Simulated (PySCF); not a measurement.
# Relaxation of triplet MoOBr₂

These are results of UPBE0 in PySCF with Mo def2-SVP with ECP28, O def2-SVP, Br def2-SVP; scalar-relativistic core potentials, no spin–orbit coupling; density-fitted integrals, not measurements. A (50,194) grid was used.

A hand-made T-shaped (ligand arrangement 2) start, of C2v symmetry, held to at least that symmetry:

Coordinates in bohr (charge 0 multiplicity 3):
```
Mo    0.0000    0.0000   -0.2945
O     0.0000    0.0000    3.0692
Br    4.7593    0.0000   -0.1284
Br   -4.7593    0.0000   -0.1284
```

(1) What forces act on the atoms at the start (eV/Å)?

(2) What does it relax to?

(3) How much energy is released, and in how many steps?

Answers

(1) 
```tsv
atom	Fx	Fy	Fz
Mo1	0.00	0.00	8.15
O2	0.00	0.00	-6.01
Br3	-0.48	0.00	-1.07
Br4	0.48	0.00	-1.07
```

(2) It ends at C2v with Mo–Br 2.423 Å (×2), Mo–O 1.642 Å; Br–Mo–Br 120.9°, Br–Mo–O 119.6° (×2). A frequency run shows a minimum.

(3) 190.5 kJ/mol in 8 steps.

Open d and f shells are described by one determinant, and the ground state may have another occupation or spin.

The relaxation took about 8 core-minutes on a shared host.
